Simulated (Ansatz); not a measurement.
Reaction (SMILES): [SeH] (SeH) → H atom + Se atom
B3LYP-D3(BJ)/def2-TZVP geometries, fixed; electronic energies without zero-point terms.
Largest species:
```
Se
H 1 1.4749
```
Charge 0, spin multiplicity 2.

The atomisation energy at MP2 with Ansatz (an electronic-structure program), in kcal/mol, split into its Hartree-Fock and correlation parts. Cores are frozen (with 3d on Ga to Br). Open shells are unrestricted. No added dispersion term, no relativity. Functions are those of the species that has most.

```csv
basis,X,functions,Hartree-Fock,MP2
aug-cc-pVDZ,2,45,51.68,69.65
aug-cc-pVTZ,3,82,51.97,73.30
aug-cc-pVQZ,4,139,52.16,74.62
aug-cc-pV5Z,5,220,52.17,75.05
```

Worked estimate of the basis-set limit from each neighbouring pair, with Hartree-Fock from the larger set and the correlation part extrapolated as X^-3.
Correlation parts: X = 2: 17.97, X = 3: 21.33, X = 4: 22.46, X = 5: 22.88.
- (2,3): (27·(21.33) - 8·(17.97))/19 = 22.74; with Hartree-Fock 51.97 the estimate is 74.71 kcal/mol.
- (3,4): (64·(22.46) - 27·(21.33))/37 = 23.28; with Hartree-Fock 52.16 the estimate is 75.44 kcal/mol.
- (4,5): (125·(22.88) - 64·(22.46))/61 = 23.32; with Hartree-Fock 52.17 the estimate is 75.49 kcal/mol.
The last two estimates differ by 0.05 kcal/mol; the largest set lies 0.44 from the last. Over the last step Hartree-Fock moves by 0.01 and the correlation part by 0.42.
